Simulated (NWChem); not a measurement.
# What AlHBr (SMILES [AlH][Br]) costs in NWChem

AlHBr has 3 atoms, charge 0, and is taken as a doublet. As SMILES, `[AlH][Br]`. The coordinates come from a PBE0-D4/def2-TZVP relaxation.

```jsonl
{"atom": "Al", "x (Å)": "-0.2967", "y (Å)": "-0.6280", "z (Å)": "-0.2391"}
{"atom": "Br", "x (Å)": "1.5845", "y (Å)": "0.0086", "z (Å)": "0.8711"}
{"atom": "H", "x (Å)": "-1.2989", "y (Å)": "0.5546", "z (Å)": "-0.6453"}
```

Program: NWChem 7.3.0. Hardware: 1 thread of Intel Xeon Platinum 8259CL at 2.50GHz (Skylake/Cascade Lake), shared host, so times are rough. Two-electron integrals are exact unless an approximation is named.

Question: Estimate their order by wall time, quickest first.
A. energy of the singlet cation at CAM-B3LYP/pcseg-2, grid fine
B. energy of the singlet cation at CAM-B3LYP/pcseg-0, grid fine
C. energy of the singlet cation at CAM-B3LYP/pcseg-1, grid fine

Answer: B (6 s), C (16 s), A (92 s).
